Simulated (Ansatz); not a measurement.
A nudged elastic band was laid between two geometries of BCl3H (5 atoms, charge 0, multiplicity 2).

The calculation used UKS revPBE/def2-SVP (Ansatz 0.2.0).

```
movable images  : 9
climbing image  : yes
spring          : 5.0 eV/Å²
optimiser       : quadratic models (default)
start path      : through a guess of the saddle point
force threshold : 0.03 eV/Å
iteration limit : 60
end points      : relaxed
```

Initial state:

```xyz
5
Properties=species:S:1:pos:R:3
B 0.002 -0.077 0.521
H -0.026 1.196 0.799
Cl 1.564 -0.149 -0.412
Cl -1.545 -0.214 -0.429
Cl 0.006 -0.756 2.211
```

Final state:

```xyz
5
Properties=species:S:1:pos:R:3
B 0.002 0.033 -0.007
H -0.003 -0.046 1.301
Cl 1.550 0.113 -0.791
Cl -1.538 0.049 -0.808
Cl -0.011 -0.149 2.995
```

(1) Which bonds break or form, and what moves?

(2) Give the energies along the band, and the barrier.

Answers

(1) Bonds broken: B1–Cl5. BCl3H becomes BCl2H + Cl.

(2) The forces met the threshold. The highest image is number 10 of 0 to 10, 16.7 kcal/mol above the first end and 0.0 kcal/mol above the last; the last end lies 16.7 kcal/mol above the first. The highest image is an end point: on this band no image between the ends rises above it. A vibrational analysis next to that end finds imaginary modes (138i cm⁻¹), so it isn't a minimum.

| image | path coordinate (Å) | energy (kcal/mol) | B1–Cl5 (Å) |
| --- | --- | --- | --- |
| 0 | 0.00 | 0.0 | 1.82 |
| 1 | 0.23 | 1.0 | 1.86 |
| 2 | 0.45 | 4.6 | 1.98 |
| 3 | 0.68 | 10.4 | 2.20 |
| 4 | 0.91 | 14.1 | 2.43 |
| 5 | 1.14 | 15.6 | 2.63 |
| 6 | 1.37 | 16.1 | 2.79 |
| 7 | 1.59 | 16.3 | 2.90 |
| 8 | 1.82 | 16.5 | 2.97 |
| 9 | 2.05 | 16.7 | 3.00 |
| 10 | 2.10 | 16.7 | 3.01 |

The run took 3 min on 2 threads of Intel(R) Xeon(R) Platinum 8488C (Sapphire Rapids), with other jobs on the host, peak memory 0.17 GiB.
